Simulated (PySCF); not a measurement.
# One molecule, several mistakes: AlB2H4 cation

All numbers below are calculated, not measured. They come from PySCF 2.14.0, an open-source quantum chemistry program, on an isolated molecule that a program drew, which may never have been made. The molecule is AlB2H4 cation (charge +1, singlet), drawn as the SMILES string `[BH+][BH][AlH2]`.

Each row is a Hartree-Fock (HF) and frozen-core CCSD(T) single point in the cc-pV(D+d)Z basis, meant for a local HF minimum. Run 1 is clean. Each other run has one planted mistake out of seven kinds, and not every kind appears here: one electron removed, one electron added, multiplicity raised by two, geometry at a saddle point, minimal basis STO-3G, one bond length entered in bohr, all coordinates scaled. The reference is restricted for singlets and unrestricted otherwise, and also for a bond in bohr. Adding or removing an electron swaps singlet and doublet. Electrons count all cores. HOMO and LUMO are orbital energies over both spins, the gradient is its largest component, and the lowest frequency (negative if imaginary) is given only where the gradient is small. Bond lengths are over the 6 bonds as drawn. T1 is the CCSD diagnostic: over 0.02 (restricted) or 0.045 (unrestricted) a single reference is doubtful.

Geometry of the clean run:
```xyz
7
AlB2H4 cation, angstrom
B    -0.4295    1.7443   -0.4664
B    -2.0458    1.6968   -0.0971
Al   -3.2169   -0.1897    0.0205
H     0.7122    1.6361   -0.7390
H    -2.6594    2.6972    0.1254
H    -3.2434   -0.8231    1.4487
H    -3.8779   -0.6034   -1.3335
```

```
run  electrons  basis functions  <S^2>  HOMO (eV)  LUMO (eV)  gradient (hartree/bohr)  lowest frequency (cm^-1)  mean bond (Å)  longest bond (Å)      T1  HF (hartree)  CCSD(T) (hartree)                 mistake
  1         26               71  0.000     -15.43      -6.28                  2.0e-05                       142         1.5634             2.224  0.0224    -293.23871         -293.48518                no fault
  2         26               71  0.000     -15.30      -6.21                  1.0e-02                         -         1.5900             2.261  0.0228    -293.23742         -293.48451  all coordinates scaled
  3         27               71  0.759      -8.26       0.98                  4.1e-02                         -         1.5634             2.224  0.0265    -293.50422         -293.77116      one electron added
  4         26               23  0.000     -13.54      -3.45                  3.8e-02                         -         1.5634             2.224  0.0273    -289.75589         -289.89270                       ?
```

**Which mistake was planted in run 4, and what did it cost?**

It has 23 basis functions where the clean run has 71, with the same electrons and geometry. So the mistake is: minimal basis STO-3G. Subtracting run 1 and multiplying by 627.51 kcal/mol a hartree, the energy moved by 2185.5 kcal/mol in HF and 2254.3 kcal/mol in CCSD(T).

Cautions from the logs. Run 1: T1 is over the limit, so its CCSD(T) energy is less reliable; run 2: T1 is over the limit, so its CCSD(T) energy is less reliable; run 4: T1 is over the limit, so its CCSD(T) energy is less reliable.
